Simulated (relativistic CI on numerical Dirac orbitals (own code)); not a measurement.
## Inner-shell lines of Hf⁴³⁺

Computed by Dirac-Coulomb-Breit CI, separate exchange-only KLI orbitals for each configuration, model QED, valence Slater integrals scaled by 0.85 (own radial code, finite nucleus).

Configuration list (outside the closed core 1s2 2p6 3s2 3p6 3d10): 2s²4s, 2s4s4p, 2s4s5p, 2s4p², 2s4p5p, 2s²4p. Levels of other configurations are missing.

The table holds the strongest lines. The upper levels have an inner-shell vacancy. Auger decay, open to those above the ionisation limit, is not computed, and radiative decays to configurations outside the model are missing too. Absolute energies can be off by a few tenths of a per cent, and at this charge the scaling can make term splittings too narrow, so close lines can change order. LS names give the leading component, which can be well under half, for lower levels too. Brackets number the levels in order of energy.

```tsv
E (eV)	Upper	Lower	A (s⁻¹)	gA (s⁻¹)
11228.3	2s4s4p ⁴P°3/2 [5]	2s²4s ²S1/2 [1]	7.74e+13	3.10e+14
11229.1	2s4p² ⁴P3/2 [12]	2s²4p ²P°3/2 [3]	4.79e+13	1.92e+14
11230.4	2s4p² ²P1/2 [13]	2s²4p ²P°3/2 [3]	9.06e+13	1.81e+14
11232.6	2s4p² ⁴P1/2 [9]	2s²4p ²P°1/2 [2]	1.34e+14	2.69e+14
11233.1	2s4p² ²D5/2 [14]	2s²4p ²P°3/2 [3]	8.67e+13	5.20e+14
11234.3	2s4p² ²D3/2 [15]	2s²4p ²P°3/2 [3]	4.70e+13	1.88e+14
11315.7	2s4s4p ²P°3/2 [8]	2s²4s ²S1/2 [1]	1.41e+14	5.65e+14
11317.9	2s4p² ²P1/2 [13]	2s²4p ²P°1/2 [2]	1.40e+14	2.79e+14
11320.6	2s4p² ⁴P5/2 [16]	2s²4p ²P°3/2 [3]	3.81e+13	2.29e+14
11321.8	2s4p² ²D3/2 [15]	2s²4p ²P°1/2 [2]	1.32e+14	5.27e+14
11322.1	2s4p² ²P3/2 [17]	2s²4p ²P°3/2 [3]	2.01e+14	8.06e+14
11328.3	2s4s4p ²P°1/2 [10]	2s²4s ²S1/2 [1]	1.13e+14	2.25e+14
11329.7	2s4p² ²S1/2 [18]	2s²4p ²P°3/2 [3]	1.03e+14	2.07e+14
12085.5	2s4p5p ⁴D3/2 [27]	2s²4p ²P°1/2 [2]	3.82e+13	1.53e+14
12089.4	2s4s5p ⁴P°3/2 [20]	2s²4s ²S1/2 [1]	3.90e+13	1.56e+14
12090.8	2s4p5p ²D5/2 [34]	2s²4p ²P°3/2 [3]	3.76e+13	2.26e+14
12130.1	2s4p5p ²D3/2 [32]	2s²4p ²P°1/2 [2]	6.19e+13	2.47e+14
12131.2	2s4p5p ²D5/2 [40]	2s²4p ²P°3/2 [3]	5.75e+13	3.45e+14
12131.3	2s4s5p ²P°3/2 [23]	2s²4s ²S1/2 [1]	4.63e+13	1.85e+14
12134.6	2s4p5p ²P3/2 [42]	2s²4p ²P°3/2 [3]	4.18e+13	1.67e+14
```
